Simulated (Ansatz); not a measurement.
Program: Ansatz. Geometries: PBE0-D4/def2-TZVP. ΔE: electronic, gas phase. CCSD(T)/CBS adds triple-zeta CCSD(T) − MP2 to the extrapolated MP2 energy (def2 sets, frozen cores). This one scheme is used for every species. DFT in def2-TZVPP. B3LYP here is the variant with VWN-RPA as its local correlation; programs differ in this. One conformer a species, not always the lowest.

Consider the formal exchange of groups at the Al–N bond: `C[NH][Al]([CH3])[SiH3]` + SiH₄ → `[CH3][Al]([SiH3])[SiH3]` + CH₃NH₂.

`C[NH][Al]([CH3])[SiH3]`:

Cartesian coordinates in Å:
```
C 0.702 -2.008 -1.117
N 0.184 -0.668 -1.283
Al -0.213 0.553 -0.061
C -0.902 2.282 -0.653
Si 0.139 -0.037 2.298
H 0.843 -2.223 -0.055
H 0.022 -2.771 -1.514
H 1.674 -2.144 -1.607
H 0.045 -0.442 -2.258
H -0.255 3.100 -0.319
H -1.893 2.477 -0.229
H -0.987 2.348 -1.741
H 1.093 0.903 2.960
H -1.133 0.044 3.077
H 0.680 -1.413 2.502
```

SiH₄:

Z-matrix (Å, degrees):
```
Si
H 1 1.485
H 1 1.485 2 109.5
H 1 1.485 2 109.5 3 -120.0
H 1 1.485 2 109.5 3 120.0
```

`[CH3][Al]([SiH3])[SiH3]`:

Z-matrix (Å, degrees):
```
C
Al 1 1.956
H 1 1.092 2 113.4
H 1 1.096 2 110.2 3 121.2
H 1 1.095 2 110.6 3 -121.7
Si 2 2.464 1 118.5 3 178.2
Si 2 2.462 1 122.5 3 -2.0
H 6 1.494 2 111.1 1 -58.9
H 6 1.491 2 113.6 1 -179.8
H 6 1.494 2 111.0 1 59.4
H 7 1.493 2 110.7 1 -120.9
H 7 1.493 2 110.7 1 121.2
H 7 1.492 2 114.1 1 0.2
```

CH₃NH₂:

```xyz
7

C    -0.353    0.369   -0.248
N     0.379   -0.503    0.654
H    -0.009    0.362   -1.293
H    -0.294    1.398    0.115
H    -1.410    0.091   -0.243
H     1.360   -0.254    0.673
H     0.328   -1.464    0.341
```

```csv
level,ΔE (kJ/mol),difference from CCSD(T)/CBS
PBE-D4,80.3,-15.8
r2SCAN-D4,93.7,-2.4
PBE0-D4,81.4,-14.7
B3LYP-D4,98.3,2.2
ωB97X-V,94.3,-1.8
ωB97M-V,100.7,4.6
B2PLYP,100.5,4.4
PBE,78.1,-18.0
r2SCAN,93.0,-3.1
PBE0,79.6,-16.5
B3LYP,95.0,-1.1
HF/def2-TZVPP,99.2,3.1
MP2/def2-TZVPP,106.6,10.5
SCS-MP2/def2-TZVPP,106.6,10.5
CCSD/def2-TZVPP,97.0,0.9
CCSD(T)/def2-TZVPP,97.3,1.2
HF/def2-QZVPP,100.2,4.1
MP2/def2-QZVPP,106.2,10.1
SCS-MP2/def2-QZVPP,106.1,10.0
HF/CBS(def2),100.3,4.2
MP2/CBS(def2),105.3,9.2
CCSD/CBS(def2),95.7,-0.4
CCSD(T)/CBS,96.1,0
```

Largest T1 diagnostic among the species: 0.013.

The D4 term adds +3.3 kJ/mol with B3LYP and +1.8 kJ/mol with PBE0; it sums over pairs of atoms, weighted by their polarisabilities, and B3LYP, whose exchange is more repulsive, gets the larger term.
